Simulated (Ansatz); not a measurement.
Pd3H4⁻. Charge -1, multiplicity 2. Geometry PBE-D4/def2-TZVPD.

```tsv
atom	x (Å)	y (Å)	z (Å)
Pd1	0.232	-0.857	-1.140
Pd2	0.345	1.686	-0.853
Pd3	-0.727	0.145	1.164
H4	-1.177	-1.142	1.975
H5	-0.437	1.919	0.565
H6	1.321	-0.900	-2.307
H7	0.444	-0.851	0.596
```

In the def2 sets Pd takes a core potential; there is no spin–orbit coupling. Another isomer (doublet) lies 0.06 eV lower at PBE-D4/def2-TZVPD; other spin states weren't run for this one.

(1) Estimate the α-spin orbital energies around the gap (eV) in Ansatz with PBE-D4/def2-TZVPD, r2SCAN-D4/def2-TZVPD, PBE0-D4/def2-TZVPD, r2SCAN0-D4/def2-TZVPD, ωB97X-V/def2-TZVPD.

## Answers

(1) 
```csv
orbital,PBE-D4/def2-TZVPD,r2SCAN-D4/def2-TZVPD,PBE0-D4/def2-TZVPD,r2SCAN0-D4/def2-TZVPD,ωB97X-V/def2-TZVPD
HOMO−5,-1.07,-1.17,-2.36,-2.52,-4.77
HOMO−4,-0.92,-1.09,-2.36,-2.50,-4.66
HOMO−3,-0.76,-0.90,-2.04,-2.23,-4.33
HOMO−2,-0.63,-0.81,-2.01,-2.19,-4.26
HOMO−1,-0.61,-0.76,-1.60,-1.73,-3.62
HOMO,-0.23,-0.37,-1.14,-1.30,-3.12
LUMO,1.26,1.41,1.98,2.08,3.63
LUMO+1,1.68,1.90,2.42,2.56,4.06
LUMO+2,2.27,2.51,2.94,3.07,4.40
LUMO+3,2.98,3.32,3.63,3.87,5.10
LUMO+4,3.86,4.25,4.42,4.68,5.72
LUMO+5,4.00,4.43,4.55,4.83,5.84
β HOMO,-0.44,-0.55,-1.34,-1.40,-3.17
β LUMO,0.35,0.58,1.44,1.61,3.35
```
